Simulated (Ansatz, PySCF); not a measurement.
Gas-phase reaction in SMILES: C[Si](C)(Br)Br [dibromo(dimethyl)silane] -> C[Si](Br)Br + [CH3] (CH3) (the C-Si bond at the site shown breaks; other sites are not compared here)
Geometries: B3LYP-D3(BJ)/def2-TZVP minima from Ansatz (a program for electronic structure). Frequencies are from Ansatz or PySCF.
Geometry of the first species:
```
Si
C 1 1.8571
H 2 1.0898 1 110.74
H 2 1.0918 3 108.57 1 -120.91
H 2 1.0918 3 108.57 4 -118.19
C 1 1.8571 2 114.19 3 180.00
H 6 1.0898 1 110.74 2 180.00
H 6 1.0918 7 108.57 1 -120.91
H 6 1.0918 7 108.57 8 -118.19
Br 1 2.2416 2 108.53 3 58.80
Br 1 2.2416 2 108.53 3 -58.80
```

Property: bond dissociation energy (0 K, with B3LYP-D3(BJ) harmonic zero-point energies), in kcal/mol. Cores are frozen in the correlated levels unless marked. UHF or UKS for open shells. No spin-orbit coupling. Frozen are the shells of the preceding noble gas and the d and f shells that filled before the atom's block. No relativistic terms. Basis-set limits of correlation are two-point, X^-3; Hartree-Fock from the larger set. The bracket is a focal-point correction in the basis named.

RI-MP2/CBS(def2-TZVPP,def2-QZVPP)+[CCSD(T)-MP2]/def2-TZVPP (Ansatz) gives 91.2 kcal/mol.

Problem. Another calculation gave 78.0 kcal/mol. Which level was it?
A) revPBE/def2-TZVPD (Ansatz)
B) B3LYP/def2-TZVPD (Ansatz)
C) B97M-V/def2-TZVPD (Ansatz)
D) PBE0/def2-TZVPD (Ansatz)

Solution. A, revPBE/def2-TZVPD (Ansatz). The others give 85.0 (PBE0), 88.6 (B97M-V), 81.2 (B3LYP) kcal/mol.
